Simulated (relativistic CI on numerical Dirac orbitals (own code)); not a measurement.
Cr4+ (3d2) in a crystal field

Calculated by Dirac-Coulomb-Breit CI, orbitals from a KLI potential per configuration, model QED (radiative potential, 1s self-energy scaled to tabulated hydrogen-like ionisation energies), valence Slater integrals scaled by 0.7, one configuration in a parametric crystal field (own radial code).

Field parameters in Wybourne normalisation: D3d B²₀ = −7Dσ, B⁴₀ = −14Dq − 21Dτ, B⁴₃ = −14√(10/7) Dq; D4h B²₀ = −7Ds, B⁴₀ = 21(Dq − Dt), B⁴₄ = 21√(5/14) Dq; Td as Oh with Dq negative (B⁴₀ = 21Dq, B⁴₄ = √(5/14) B⁴₀). The field is a parameter set, without covalency.

S is read from ⟨S²⟩ = S(S + 1).

Powder χT (cm³ K mol⁻¹) by Van Vleck's formula, with temperature-independent terms:

```
                                       Field       2 K      5 K     10 K     20 K    50 K   100 K  200 K  300 K
D3d, 10Dq = 10950, Dσ = -860, Dτ = -120 cm⁻¹     0.234    0.522    0.692    0.756   0.787    0.81  0.851  0.891
 D3d, 10Dq = 24950, Dσ = 990, Dτ = -330 cm⁻¹    0.0467    0.117    0.235    0.406   0.553   0.622  0.712  0.797
  D4h, 10Dq = 9300, Ds = -950, Dt = 900 cm⁻¹  0.000502  0.00126  0.00251  0.00503  0.0141  0.0804  0.329  0.556
 D4h, 10Dq = 18150, Ds = 1380, Dt = 140 cm⁻¹    0.0918     0.23    0.446    0.677    0.81   0.849  0.887  0.918
D4h, 10Dq = 19500, Ds = 2260, Dt = 1040 cm⁻¹    0.0149   0.0373   0.0748    0.155   0.347   0.479   0.62   0.74
  D4h, 10Dq = 23700, Ds = 2280, Dt = 30 cm⁻¹     0.167    0.414    0.685    0.843   0.905   0.923  0.941  0.958
                      Td, 10Dq = -11900 cm⁻¹       0.9    0.901    0.902    0.903   0.909   0.917  0.935  0.952
                      Td, 10Dq = -16150 cm⁻¹     0.927    0.927    0.928    0.929   0.933    0.94  0.953  0.966
```

(1) For D3d, 10Dq = 10950, Dσ = -860, Dτ = -120 cm⁻¹: what effective moment follows at 300 K?

Answers

(1) μ_eff = √(8χT) = 2.67 μB. The ground level has S = 1.00; the spin-only moment for S = 1 is 2.83 μB. The difference comes from the orbital moment, spin-orbit mixing of terms and temperature-independent paramagnetism, all larger in this ionic model than in covalent complexes.
